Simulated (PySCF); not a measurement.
State search for SiTe

Unrestricted PBE0; Si x2c-SVPall, Te x2c-SVPall; spin-free X2C with a Gaussian nucleus (PySCF 2.14). Outer shells of the fragments: Si 3s2 3p2; Te 4d10 5s2 5p4.

Followed along the bond (rough minima from three points):

| 2Ms+1 | unpaired | ⟨S²⟩ at the start | R at minimum (Å) | Te (eV) |
| --- | --- | --- | --- | --- |
| 1 | none | 0.00 | 2.28 | 0.00 |
| 3 | π ↑↑ | 2.01 | 2.52 | 2.04 |
| 5 | σ ↑, π ↑↑↑ | 6.00 | none in the scan | ≤ 4.07 |

Solutions found at the starting distance of 2.435 Å, counted from the lowest of them; the search is not exhaustive and high or unbound solutions are not listed, so other states can lie among these:

```tsv
2Ms+1	unpaired	term	E (eV)	⟨S²⟩	⟨Lz²⟩	μ (D)
1	none	¹Σ⁺	0.00	0.00	0.00	-1.08
3	π ↑↑	mixed	1.85	2.01	2.01	0.70
3	π ↑↑	mixed	2.20	2.01	2.01	0.36
1	π ↑↓	mixed	2.26	1.01	2.01	0.25
3	σ ↑, π ↑	³Π	2.42	2.02	1.01	-1.06
1	σ ↓, π ↑	mixed	2.71	1.02	1.01	-0.80
5	σ ↑, π ↑↑↑	⁵Π	3.96	6.00	1.00	1.01
5	π ↑↑↑↑	⁵Σ⁺	4.49	6.01	0.00	4.61
3	σ ↑, π ↑↑↓	mixed	4.69	3.02	3.02	1.50
1	σ ↓, π ↑↑↓	mixed	4.85	2.02	3.02	1.45
```

A term symbol is given only where ⟨S²⟩ and ⟨Lz²⟩ are close to those of a pure state; real π, δ and φ orbitals otherwise mix terms. A positive dipole means Si(−)Te(+).

Question: Compare the gap between the two lowest followed solutions at the starting distance with the gap between their minima.

Answer: At PBE0 the second solution (triplet, unpaired electrons π ↑↑) lies +1.85 eV from the first (singlet, closed shell) at 2.435 Å and +2.04 eV at the minima; the two curves relax by different amounts, since their minima lie near 2.52 and 2.28 Å.

Spin–orbit coupling is left out. Counting both spins, an empty level lies below a filled one in some of these solutions, because spin and occupation are held.
